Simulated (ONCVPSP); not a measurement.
**Pseudopotential generation for Mo: ONCV, PBE, scalar-relativistic.**

ONCVPSP 4.0.1 input, shortened (lines: element, Z, core and valence counts, functional; n l f; lmax; l rc ep ncon nbas qcut; lloc lpopt rc5 dvloc0; l nproj debl; icmod fcfact rcfact), PBE, scalar-relativistic:

```
  Mo 42.00    6    4        4      upf
    1    0    2.00
    2    0    2.00
    2    1    6.00
    3    0    2.00
    3    1    6.00
    3    2   10.00
    4    0    2.00
    4    1    6.00
    4    2    5.50
    5    0    0.50
    2
    0    2.15    0.00    4    8    5.30
    1    2.05    0.00    4    8    6.80
    2    2.60    0.00    4    9    4.90
    4    2    1.35    0.00
    0    2    2.90
    1    2    1.50
    2    1    3.30
    3    2.00    1.70
```

All-electron outer shells of the reference configuration (PBE, scalar-relativistic, ld1.x):

```json
{"shell": "3d", "level (eV)": "-219.76", "outermost node (bohr)": "–", "outermost maximum (bohr)": "0.32"}
{"shell": "4s", "level (eV)": "-63.19", "outermost node (bohr)": "0.51", "outermost maximum (bohr)": "0.99"}
{"shell": "4p", "level (eV)": "-37.39", "outermost node (bohr)": "0.52", "outermost maximum (bohr)": "1.08"}
{"shell": "5s", "level (eV)": "-3.74", "outermost node (bohr)": "1.35", "outermost maximum (bohr)": "3.00"}
{"shell": "4d", "level (eV)": "-2.97", "outermost node (bohr)": "0.53", "outermost maximum (bohr)": "1.40"}
```

Task: Does the generator finish with these settings?

Result: Yes, a potential is produced and its reference levels are reproduced.

Task: Estimate the cutoffs (Ha) at which the residual kinetic energy of the hardest occupied pseudo-wave falls to 1 and 0.1 mHa per electron.

Result: 13 Ha and 16 Ha.

Task: What does a ghost test show?

Result: No bound ghost flagged; GHOST(+) flags only above 600 eV.

Task: Which valence shell sets the plane-wave cutoff?

Result: 4p: 13 Ha for 1 mHa per electron, against 10 Ha for 4d.

Task: Tests: 4s2 4p6 4d5 5s1; 4s2 4p6 4d5 5s0; 4s2 4p6 4d4 5s0; 4s2 4p5 4d5 5s1. Which has the largest error in its energy relative to the reference configuration, and how large is it?

Result: 4s2 4p5 4d5 5s1, with -236 meV (all-electron minus pseudo) on +43.69 eV.
